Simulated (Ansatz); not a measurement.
`F[SiH2]O[SiH3]` + `NC[O][GeH3]` → `NCO[SiH3]` + `F[SiH2][O][GeH3]`  (redistribution)

Calculated with Ansatz (gas phase, PBE0-D4/def2-TZVP geometries, no zero-point term in ΔE). CCSD(T)/CBS adds triple-zeta CCSD(T) − MP2 to the extrapolated MP2 energy (def2 sets, frozen cores). Functionals use def2-TZVPP. For Ge outer-core shells are correlated without core-valence functions, which leaves a few kJ/mol of doubt a bond. Scalar relativity is left out up to krypton. Each species was taken in one conformer, which may not be the lowest.

```json
{"species": "`F[SiH2]O[SiH3]`", "PBE energy (Eh)": "-756.81261"}
{"species": "`NC[O][GeH3]`", "PBE energy (Eh)": "-2248.84482"}
{"species": "`NCO[SiH3]`", "PBE energy (Eh)": "-461.53059"}
{"species": "`F[SiH2][O][GeH3]`", "PBE energy (Eh)": "-2544.12659"}
```

Question: Work out ΔE.

Answer: ΔE = (-461.53059) + (-2544.12659) − (-756.81261) − (-2248.84482) = 0.00025 Eh = +0.01 eV. CCSD(T)/CBS gives +0.02 eV.

Largest T1 diagnostic among the species: 0.012.
